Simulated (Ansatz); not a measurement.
`C[SiH]([SiH3])[S][AlH2]` and `C[SiH]([SiH3])I` differ in one atom or group.

Ansatz, PBE0-D4/def2-TZVP geometries, multiplicity 1. Each molecule was computed in one conformer, which needn't be the lowest.

Elements past krypton have def2 core potentials.

```tsv
property	`C[SiH]([SiH3])[S][AlH2]`
HOMO–LUMO gap (PBE0/def2-TZVPP) / eV	6.28
LUMO energy (PBE0/def2-TZVPP) / eV	-0.82
HOMO energy (B3LYP/def2-TZVPP) / eV	-6.87
size of the dipole moment (B3LYP/def2-TZVPP) / D	2.38
size of the dipole moment (ωB97M-V/def2-TZVPP) / D	2.40
HOMO energy (PBE/def2-TZVPP) / eV	-5.97
```

Task: Give the same properties after the change, and the shifts. (Estimate.)

Result: Ansatz gave: 
```tsv
property	`C[SiH]([SiH3])I`	shift
HOMO–LUMO gap (PBE0/def2-TZVPP) / eV	6.59	0.31
LUMO energy (PBE0/def2-TZVPP) / eV	-0.76	0.06
HOMO energy (B3LYP/def2-TZVPP) / eV	-7.13	-0.26
size of the dipole moment (B3LYP/def2-TZVPP) / D	1.86	-0.52
size of the dipole moment (ωB97M-V/def2-TZVPP) / D	1.93	-0.47
HOMO energy (PBE/def2-TZVPP) / eV	-6.26	-0.29
```

With PBE0 the HOMO falls by 0.25 eV and the LUMO rises by 0.06 eV, so the gap widens by about 0.31 eV. PBE moves the HOMO by -0.29 eV and ωB97M-V by -0.23 eV. Dipoles are sizes alone; their direction can turn.

B3LYP here is the variant with VWN-RPA as its local correlation; programs differ in this.

Spin–orbit coupling is left out; it splits and shifts lone-pair levels of the heavy atoms by tenths of an eV.
